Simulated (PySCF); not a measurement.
Radial density of Xe³⁹⁺ (xenon, charge +39)

B2PLYP, [Ne] 3s2 3p3, high-spin 4S determinant. Calculation: PySCF 2.14, in an uncontracted even-tempered set (18 s from 7.3 bohr⁻², ratio 2.5; 12 p from 9.5 bohr⁻², ratio 2.5; 4 d from 38 bohr⁻², ratio 2.7; 4 f from 58 bohr⁻², ratio 2.7); the spin-free X2C one-electron Hamiltonian (Gaussian nucleus).

```
r (bohr)  4πr²ρ (e/bohr)  4πr²(ρα − ρβ)
  0.0212           69.29         1.0360
  0.0356           58.69         3.2574
  0.0599           74.94         5.2256
   0.101           72.82         0.9720
   0.170           27.04         5.4894
   0.285           22.63        12.8716
   0.480           2.344         1.3760
   0.807        0.005958         0.0026
```

Densities and radii are taken from the X2C orbitals without a picture-change correction, which distorts them close to the nucleus.

Spin-orbit coupling is strong in this species (close to jj coupling), so the high-spin LS determinant is a model state, not a physical level.
